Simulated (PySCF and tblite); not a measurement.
Values are calculated unless marked as measured or tabulated.
3 diastereomers of C7H19Cl3Si3, numbered alike:

| isomer | SMILES | descriptors (one enantiomer) |
| --- | --- | --- |
| A | [CH3:1][C@@:2]([SiH3:3])([Cl:4])[CH2:5][C:6]([SiH3:7])([Cl:8])[CH2:9][C@:10]([CH3:11])([SiH3:12])[Cl:13] | 2R, 10R |
| B | [CH3:1][C@:2]([SiH3:3])([Cl:4])[CH2:5][C@:6]([SiH3:7])([Cl:8])[CH2:9][C@:10]([CH3:11])([SiH3:12])[Cl:13] | 2S, 6s, 10R |
| C | [CH3:1][C@@:2]([SiH3:3])([Cl:4])[CH2:5][C@:6]([SiH3:7])([Cl:8])[CH2:9][C@@:10]([CH3:11])([SiH3:12])[Cl:13] | 2R, 6r, 10S |

Each isomer is a Boltzmann average at 298.15 K over at most 4 conformers: GFN2-xTB geometries, energies PBE0/6-31G* (D3(BJ) added where defined), GIAO shieldings PBE0/6-31G*, GFN2-xTB thermal terms. Programs: PySCF with density fitting and tblite.

Question: What shifts does each isomer give (ppm; of two unlike H on one atom, a is the less shielded)?

Answer: 
A: ¹H (against TMS): 2.99 (H5a, 1H), 2.85 (H5b, 1H), 2.65 (H9a, 1H), 2.65 (H9b, 1H), 1.78 (H1, 3H), 1.70 (H11, 3H). ¹³C (against TMS): 62.6 (C6), 57.6 (C2), 55.1 (C9), 55.0 (C10), 54.8 (C5), 32.6 (C1), 30.8 (C11). ²⁹Si (against TMS): -20.4 (Si7), -21.0 (Si12), -22.3 (Si3).

B: ¹H (against TMS): 2.95 (H5a/H9a, 2H), 2.65 (H5b/H9b, 2H), 1.83 (H1/H11, 6H). ¹³C (against TMS): 60.6 (C6), 56.8 (C2/C10), 52.9 (C5/C9), 30.2 (C1/C11). ²⁹Si (against TMS): -20.6 (Si3/Si12), -23.3 (Si7).

C: ¹H (against TMS): 2.88 (H5a/H9a, 2H), 2.66 (H5b/H9b, 2H), 1.90 (H1/H11, 6H). ¹³C (against TMS): 61.4 (C6), 56.8 (C2/C10), 52.5 (C5/C9), 30.9 (C1/C11). ²⁹Si (against TMS): -19.7 (Si3/Si12), -22.0 (Si7). H not on carbon is left out.

The conformer set may be incomplete (the search or the number kept was capped). Unscaled ²⁹Si shifts at such levels can be off by tens of ppm; differences between conformers or isomers are more reliable. Shifts are unscaled: against experiment ¹³C can be off by 15 ppm or more and ¹H by 0.8 ppm. The search found a single conformer for at least one isomer; other rotamers may be missing.
